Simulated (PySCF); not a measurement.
MoO2Br2 (singlet state).
Geometry (PBE0-D3(BJ)/def2-SVP, Å), atoms numbered from 1 in this order:
```
atom  x, y, z in Å
Mo1    0.109   -0.001    0.095
O2     0.037   -0.075    1.753
O3     1.718    0.010   -0.313
Br4   -0.939    2.013   -0.688
Br5   -0.925   -1.946   -0.847
```

Computed with PySCF, PBE0-D3(BJ)/def2-SVP geometry optimisation, gas phase, def2 core potentials past Kr.

(1) Which atoms are bound to Mo1, and at what distances?

(2) List the angles at Mo1.

(3) What is the shape at Mo1?

(4) What are the rotational constants (commonest isotopes, rigid rotor)?

Answers

(1) 4 atoms: O3 1.660 Å, O2 1.661 Å, Br5 2.396 Å, Br4 2.402 Å.

(2) 
```csv
angle,degrees,distance of the outer atoms (Å)
Br4–Mo1–Br5,111.4,3.96
O2–Mo1–Br4,110.1,3.36
O2–Mo1–Br5,109.7,3.34
O3–Mo1–Br4,109.7,3.35
O3–Mo1–Br5,109.1,3.33
O2–Mo1–O3,106.7,2.67
```

(3) Tetrahedral: angles from 106.7° to 111.4°; τ4 = (360° − α − β)/141° = 0.98 with α and β the two widest (0 for a square, 1 for a tetrahedron). Differences among atoms that C2v makes equivalent are scatter left by the optimiser.

(4) A = 1928, B = 747.1, C = 612.7 MHz: an asymmetric top.

Point group: C2v (tolerance 0.08 Å). Charge 0, singlet. No PBE0-D3(BJ)/def2-SVP frequencies stand behind this structure, so it isn't proved a minimum.
